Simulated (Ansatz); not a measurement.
# Ligand exchange through a proton shuttle

Start structure (BN2H8Cl, singlet), relaxed at PBE0-D4/def2-TZVP:

```csv
atom,x (Å),y (Å),z (Å)
B1,-1.4194,-0.4718,-0.4377
Cl2,-0.4989,-0.3993,-2.0721
H3,-2.2859,-1.3073,-0.4786
H4,-1.7880,0.6282,-0.1073
H5,0.4527,-0.2325,0.6523
N6,-0.3171,-0.9376,0.6303
H7,1.1733,1.1283,-0.8224
N8,1.5248,1.1937,0.1310
H9,0.0739,-1.8390,0.3735
H10,-0.7263,-1.0192,1.5560
H11,1.2756,2.1099,0.4834
H12,2.5353,1.1465,0.0914
```

The step: BH₂Cl ([BH2][Cl]) + NH₃ + NH₃ → BNH₄ ([BH2][NH2]) + HCl + NH₃; bonds formed: Cl2–H7, H5–N8; dative contacts that become bonds: B1–N6; bonds broken: B1–Cl2, H5–N6, H7–N8. Program: Ansatz 0.2.0. Basis: def2-TZVPP and def2-QZVPP. Cores are frozen in the correlated methods. Extrapolation: Hartree–Fock as exp(−7.88 √X), correlation as X^−2.97. Energies below are by CCSD(T) at an estimated basis limit (MP2 extrapolated from triple and quadruple zeta, plus CCSD(T) − MP2 in triple zeta).

Task: What are the electronic barrier and the energy of the step, from the start structure to the end structure? (To be estimated.)

Result: The calculation gives: Barrier 102.8 kJ/mol; step energy 83.9 kJ/mol (uphill); reverse barrier, their difference, 18.9 kJ/mol. Barrier and step energy count from the start structure, the reverse barrier from the end structure.

The saddle point: One imaginary mode of 146i cm⁻¹.
```
  pair  start (Å)  saddle (Å)  end (Å)
 B1–N6       1.60        1.44     1.39
Cl2–H7       2.59        1.62     1.36
 H5–N8       1.86        1.04     1.02
B1–Cl2       1.88        2.66     4.12
 H5–N6       1.04        1.95     2.40
 H7–N8       1.02        1.20     1.62
```

Zero-point energy (harmonic, PBE0-D4): ZPE is 266.3 kJ/mol at the start and 252.9 kJ/mol at the saddle, so the barrier goes from 102.8 to 89.4 kJ/mol.

First-order rate constant out of the start structure at 898 K by transition-state theory, with harmonic vibrational free energies alone and no tunnelling: ΔA‡ = 100.8 kJ/mol, so k = (kB T/h) exp(−ΔA‡/kB T) ≈ 10^7 s⁻¹ (an order of magnitude at best: rotation, the number of equivalent paths and anharmonicity are left out).

The T1 diagnostic stays at or below 0.011.

The step is the kind of exchange with an N–H group that builds nitride films in atomic layer and chemical vapour deposition.

Labels in which every atom is bracketed show which atoms are joined, not bond orders.

For scale, one of the runs: CCSD(T)/def2-TZVPP, 247 basis functions, launched by `ansatz run in.yaml --threads 4 --pin off --events-out ev --progress --plain --max-ram 9574MiB`. The run took 2.1 min on 4 CPU threads of an Arm Neoverse V1 (shared host), with 5.1 GiB of host memory at its peak.
